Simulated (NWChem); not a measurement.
System: Si3H7, doublet; SMILES [SiH3][SiH][SiH3]

Input file for NWChem:

```
start job
memory heap 200 mb stack 900 mb global 1100 mb
geometry units angstroms noautoz
  Si     0.351495    -0.002762     1.992301
  Si    -0.851339     0.162492     0.000000
  Si     0.351495    -0.002762    -1.992301
  H      0.854981    -1.392994     2.234950
  H      1.525276     0.920849     1.920756
  H     -0.514310     0.394804     3.144658
  H     -2.114529    -0.643611     0.000000
  H      0.854981    -1.392994    -2.234950
  H     -0.514310     0.394804    -3.144658
  H      1.525276     0.920849    -1.920756
end
basis spherical
  Si library def2-tzvp
  H library def2-tzvp
end
dft
  odft
  mult 2
  xc hfexch
  iterations 150
  mulliken
end
task dft gradient
```

Output (shortened):

```
             Northwest Computational Chemistry Package (NWChem) 7.3.0
             --------------------------------------------------------

 CS  symmetry detected

                             Geometry "geometry" -> ""
                             -------------------------

 Output coordinates in angstroms (scale by  1.889725989 to convert to a.u.)

  No.       Tag          Charge          X              Y              Z
 ---- ---------------- ---------- -------------- -------------- --------------
    1 Si                  14.0000     0.36221255    -0.00349479    -1.99230100
    2 Si                  14.0000    -0.84976360     0.06884003     0.00000000
    3 Si                  14.0000     0.36221255    -0.00349479     1.99230100
    4 H                    1.0000     0.97104077    -1.35092618    -2.23495000
    5 H                    1.0000     1.46154888     1.00758322    -1.92075600
    6 H                    1.0000    -0.53158293     0.32636376    -3.14465800
    7 H                    1.0000    -2.04727435    -0.83194798     0.00000000
    8 H                    1.0000     0.97104077    -1.35092618     2.23495000
    9 H                    1.0000    -0.53158293     0.32636376     3.14465800
   10 H                    1.0000     1.46154888     1.00758322     1.92075600

 Effective nuclear repulsion energy (a.u.)     180.8926108977

      Symmetry information
      --------------------

 Group name             Cs
 Group number              2
 Group order               2
 No. of unique centers     6

  xc_inp: hfexch multiplicative factor not found.

                                 NWChem DFT Module
                                 -----------------

 Summary of "ao basis" -> "ao basis" (spherical)
 ------------------------------------------------------------------------------
       Tag                 Description            Shells   Functions and Types
 ---------------- ------------------------------  ------  ---------------------
 Si                        def2-tzvp                13       37   5s5p2d1f
 H                         def2-tzvp                 4        6   3s1p

      Symmetry analysis of basis
      --------------------------

        a'         85
        a"         68

            General Information
            -------------------
          SCF calculation type: DFT
          Wavefunction type:  spin polarized.
          No. of atoms     :    10
          No. of electrons :    49
           Alpha electrons :    25
            Beta electrons :    24
          Charge           :     0
          Spin multiplicity:     2
          Use of symmetry is: on ; symmetry adaption is: on
          Maximum number of iterations: 150
          AO basis - number of functions:   153
                     number of shells:    67
          Convergence on energy requested:  1.00D-06
          Convergence on density requested:  1.00D-05
          Convergence on gradient requested:  5.00D-04

              XC Information
              --------------
                     Hartree-Fock (Exact) Exchange  1.000

      Superposition of Atomic Density Guess
      -------------------------------------

 Sum of atomic energies:        -870.00489590

      Non-variational initial energy
      ------------------------------

 Total energy =    -870.822062
 1-e energy   =   -1565.301264
 2-e energy   =     513.586591
 HOMO         =      -0.142668
 LUMO         =       0.037800

   Symmetry analysis of molecular orbitals - initial alpha
   -------------------------------------------------------

  Numbering of irreducible representations:

     1 a'          2 a"

  Orbital symmetries:

     1 a"          2 a'          3 a'          4 a'          5 a"
     6 a'          7 a'          8 a"          9 a'         10 a"
    11 a'         12 a"         13 a'         14 a"         15 a'
    16 a'         17 a"         18 a'         19 a'         20 a'
    21 a"         22 a"         23 a'         24 a"         25 a'
    26 a'         27 a'         28 a"         29 a"         30 a'
    31 a'         32 a"         33 a"         34 a'         35 a"

   Symmetry analysis of molecular orbitals - initial beta
   ------------------------------------------------------

  Numbering of irreducible representations:

     1 a'          2 a"

  Orbital symmetries:

     1 a"          2 a'          3 a'          4 a'          5 a"
     6 a'          7 a'          8 a"          9 a'         10 a"
    11 a'         12 a"         13 a'         14 a"         15 a'
    16 a'         17 a"         18 a'         19 a'         20 a'
    21 a"         22 a"         23 a'         24 a"         25 a'
    26 a'         27 a'         28 a"         29 a"         30 a'
    31 a'         32 a"         33 a"         34 a'         35 a"

     ---------------------------------------------
      Total Density - Mulliken Population Analysis
     ---------------------------------------------

    Atom       Charge   Shell Charges
 -----------   ------   -------------------------------------------------------
    1 Si  14    13.91   2.00  0.59  1.39  0.89  0.50  4.11  1.73  0.51  1.43  0.59  0.07  0.08  0.01
    2 Si  14    13.95   2.00  0.59  1.38  0.94  0.57  4.11  1.73  0.48  1.35  0.68  0.04  0.06  0.01
    3 Si  14    13.91   2.00  0.59  1.39  0.89  0.50  4.11  1.73  0.51  1.43  0.59  0.07  0.08  0.01
    4 H    1     1.03   0.22  0.54  0.26  0.01
    5 H    1     1.03   0.22  0.54  0.26  0.01
    6 H    1     1.03   0.22  0.54  0.26  0.01
    7 H    1     1.03   0.22  0.53  0.27  0.01
    8 H    1     1.03   0.22  0.54  0.26  0.01
    9 H    1     1.03   0.22  0.54  0.26  0.01
   10 H    1     1.03   0.22  0.54  0.26  0.01

     --------------------------------------------
      Spin Density - Mulliken Population Analysis
     --------------------------------------------

    Atom       Charge   Shell Charges
 -----------   ------   -------------------------------------------------------
    1 Si  14     0.06   0.00  0.00 -0.00  0.00  0.00  0.00 -0.00  0.00  0.01  0.01  0.01  0.02  0.00
    2 Si  14     0.78   0.00  0.00 -0.00  0.02  0.03  0.01 -0.01  0.07  0.33  0.32  0.00 -0.00  0.00
    3 Si  14     0.06   0.00  0.00 -0.00  0.00  0.00  0.00 -0.00  0.00  0.01  0.01  0.01  0.02  0.00
    4 H    1     0.04   0.01  0.02  0.01  0.00
    5 H    1     0.00   0.00  0.00 -0.00  0.00
    6 H    1     0.00   0.00  0.00 -0.00  0.00
    7 H    1     0.01   0.00  0.01  0.00  0.00
    8 H    1     0.04   0.01  0.02  0.01  0.00
    9 H    1     0.00   0.00  0.00 -0.00  0.00
   10 H    1     0.00   0.00  0.00 -0.00  0.00

   convergence    iter        energy       DeltaE   RMS-Dens  Diis-err
 ---------------- ----- ----------------- --------- --------- ---------
 d= 0,ls=0.0,diis     1   -870.8011726926 -1.05D+03  1.44D-03  3.73D-02
                                                     1.09D-03  3.69D-02
 d= 0,ls=0.0,diis     2   -870.8510616492 -4.99D-02  6.39D-04  4.16D-03
                                                     5.53D-04  4.59D-03
 d= 0,ls=0.0,diis     3   -870.8585322468 -7.47D-03  1.70D-04  4.29D-04
                                                     1.28D-04  4.23D-04
 d= 0,ls=0.0,diis     4   -870.8591770283 -6.45D-04  7.74D-05  5.15D-05
                                                     7.43D-05  5.84D-05
 d= 0,ls=0.0,diis     5   -870.8593115983 -1.35D-04  4.50D-05  9.07D-06
                                                     4.30D-05  1.01D-05
  Resetting Diis
 d= 0,ls=0.0,diis     6   -870.8593415512 -3.00D-05  2.04D-05  1.21D-06
                                                     1.73D-05  1.35D-06
 d= 0,ls=0.0,diis     7   -870.8593458473 -4.30D-06  3.15D-06  1.59D-07
                                                     2.51D-06  1.66D-07
 d= 0,ls=0.0,diis     8   -870.8593461788 -3.32D-07  4.29D-06  6.40D-08
                                                     3.84D-06  7.61D-08

         Total DFT energy =     -870.859346178835
      One electron energy =    -1567.797156273559
           Coulomb energy =      579.658125462669
    Exchange-Corr. energy =      -63.612926265691
 Nuclear repulsion energy =      180.892610897746

 Numeric. integr. density =        0.000000000000

                  Occupations of the irreducible representations
                  ----------------------------------------------

                     irrep           alpha         beta
                     --------     --------     --------
                     a'               15.0         14.0
                     a"               10.0         10.0

                    DFT Final Alpha Molecular Orbital Analysis
                    ------------------------------------------

 Vector   23  Occ=1.000000D+00  E=-4.457433D-01  Symmetry=a'
              MO Center= -5.6D-01, -4.9D-02, -2.5D-14, r^2= 4.4D+00
   Bfn.  Coefficient  Atom+Function         Bfn.  Coefficient  Atom+Function
  ----- ------------  ---------------      ----- ------------  ---------------
    52      0.256310   2 Si px              131     -0.221994   7 H  s
   132     -0.158806   7 H  s                53      0.149741   2 Si py
   130     -0.133878   7 H  s                15     -0.124063   1 Si px
    89     -0.124063   3 Si px              119     -0.115396   5 H  s
   149     -0.115396  10 H  s                42      0.109237   2 Si s

 Vector   24  Occ=1.000000D+00  E=-3.937793D-01  Symmetry=a"
              MO Center= -2.2D-01,  3.0D-02, -4.6D-14, r^2= 4.3D+00
   Bfn.  Coefficient  Atom+Function         Bfn.  Coefficient  Atom+Function
  ----- ------------  ---------------      ----- ------------  ---------------
    54      0.340741   2 Si pz               17     -0.219411   1 Si pz
    91     -0.219411   3 Si pz               57      0.135591   2 Si pz
    45     -0.117721   2 Si pz               51      0.110291   2 Si pz
    15      0.109639   1 Si px               89     -0.109639   3 Si px
    20     -0.093970   1 Si pz               94     -0.093970   3 Si pz

 Vector   25  Occ=1.000000D+00  E=-3.167426D-01  Symmetry=a'
              MO Center= -7.5D-01,  2.2D-01, -1.3D-14, r^2= 3.3D+00
   Bfn.  Coefficient  Atom+Function         Bfn.  Coefficient  Atom+Function
  ----- ------------  ---------------      ----- ------------  ---------------
    53      0.435987   2 Si py               56      0.341495   2 Si py
    52     -0.224784   2 Si px               42      0.198950   2 Si s
    55     -0.155289   2 Si px               44     -0.129216   2 Si py
    41      0.127550   2 Si s                50      0.123596   2 Si py
   114      0.093649   4 H  s               138      0.093649   8 H  s

 Vector   26  Occ=0.000000D+00  E= 1.031930D-01  Symmetry=a'
              MO Center=  1.0D-01, -1.0D-01, -7.5D-15, r^2= 9.1D+00
   Bfn.  Coefficient  Atom+Function         Bfn.  Coefficient  Atom+Function
  ----- ------------  ---------------      ----- ------------  ---------------
    42      1.996212   2 Si s                 5     -1.063945   1 Si s
    79     -1.063945   3 Si s                18      0.923536   1 Si px
    92      0.923536   3 Si px               55      0.659492   2 Si px
   126      0.648417   6 H  s               144      0.648417   9 H  s
    20     -0.388250   1 Si pz               94      0.388250   3 Si pz

 Vector   27  Occ=0.000000D+00  E= 1.127025D-01  Symmetry=a'
              MO Center=  3.2D-01, -2.5D-02, -1.1D-12, r^2= 9.6D+00
   Bfn.  Coefficient  Atom+Function         Bfn.  Coefficient  Atom+Function
  ----- ------------  ---------------      ----- ------------  ---------------
    42      2.599016   2 Si s                20     -1.386404   1 Si pz
    94      1.386404   3 Si pz               55      1.035809   2 Si px
   126     -0.787397   6 H  s               144     -0.787397   9 H  s
     5     -0.644919   1 Si s                79     -0.644919   3 Si s
    56     -0.338300   2 Si py              132     -0.331991   7 H  s

 Vector   28  Occ=0.000000D+00  E= 1.154835D-01  Symmetry=a"
              MO Center= -3.3D-01,  5.8D-02,  1.3D-12, r^2= 1.0D+01
   Bfn.  Coefficient  Atom+Function         Bfn.  Coefficient  Atom+Function
  ----- ------------  ---------------      ----- ------------  ---------------
    57      2.194166   2 Si pz                5      2.114931   1 Si s
    79     -2.114931   3 Si s                20      0.998628   1 Si pz
    94      0.998628   3 Si pz              114     -0.421260   4 H  s
   138      0.421260   8 H  s                54      0.367689   2 Si pz
    18     -0.356166   1 Si px               92      0.356166   3 Si px

                     DFT Final Beta Molecular Orbital Analysis
                     -----------------------------------------

 Vector   22  Occ=1.000000D+00  E=-4.808417D-01  Symmetry=a"
              MO Center=  7.5D-01, -4.8D-01, -2.3D-12, r^2= 6.8D+00
   Bfn.  Coefficient  Atom+Function         Bfn.  Coefficient  Atom+Function
  ----- ------------  ---------------      ----- ------------  ---------------
    16      0.219166   1 Si py               90     -0.219166   3 Si py
   113     -0.185311   4 H  s               137      0.185311   8 H  s
   114     -0.114673   4 H  s               138      0.114673   8 H  s
   112     -0.110408   4 H  s               136      0.110408   8 H  s
   119      0.105738   5 H  s               149     -0.105738  10 H  s

 Vector   23  Occ=1.000000D+00  E=-4.377130D-01  Symmetry=a'
              MO Center= -5.1D-01, -6.7D-02, -6.9D-15, r^2= 4.2D+00
   Bfn.  Coefficient  Atom+Function         Bfn.  Coefficient  Atom+Function
  ----- ------------  ---------------      ----- ------------  ---------------
    52      0.262697   2 Si px              131     -0.220914   7 H  s
   132     -0.169497   7 H  s                41      0.131052   2 Si s
    15     -0.129996   1 Si px               89     -0.129996   3 Si px
   130     -0.129109   7 H  s                17      0.114772   1 Si pz
    91     -0.114772   3 Si pz               42      0.111180   2 Si s

 Vector   24  Occ=1.000000D+00  E=-3.871602D-01  Symmetry=a"
              MO Center= -1.9D-01,  4.3D-02, -7.9D-14, r^2= 4.3D+00
   Bfn.  Coefficient  Atom+Function         Bfn.  Coefficient  Atom+Function
  ----- ------------  ---------------      ----- ------------  ---------------
    54      0.321582   2 Si pz               17     -0.225049   1 Si pz
    91     -0.225049   3 Si pz               15      0.121489   1 Si px
    89     -0.121489   3 Si px               45     -0.114843   2 Si pz
    57      0.113134   2 Si pz               51      0.109044   2 Si pz
    20     -0.095662   1 Si pz               94     -0.095662   3 Si pz

[...]

                         DFT ENERGY GRADIENTS

    atom               coordinates                        gradient
                 x          y          z           x          y          z
   1 Si      0.684482  -0.006604  -3.764903   -0.005341   0.001092   0.009462
   2 Si     -1.605820   0.130089   0.000000    0.009805   0.001896   0.000000
   3 Si      0.684482  -0.006604   3.764903   -0.005341   0.001092  -0.009462
   4 H       1.835001  -2.552880  -4.223443    0.002677  -0.006401  -0.000820
   5 H       2.761927   1.904056  -3.629703    0.004748   0.004489   0.000562
   6 H      -1.004546   0.616738  -5.942542   -0.004215   0.001486  -0.004991
   7 H      -3.868788  -1.572154   0.000000   -0.005543  -0.003228   0.000000
   8 H       1.835001  -2.552880   4.223443    0.002677  -0.006401   0.000820
   9 H      -1.004546   0.616738   5.942542   -0.004215   0.001486   0.004991
  10 H       2.761927   1.904056   3.629703    0.004748   0.004489  -0.000562
```

Level: UHF/def2-TZVP. In the optimisation the excess spin sits in a' (Cs, its own frame). All runs use the structure optimised with PBE0/def2-SVP, spin-unrestricted. No stability test was run on the SCF state.
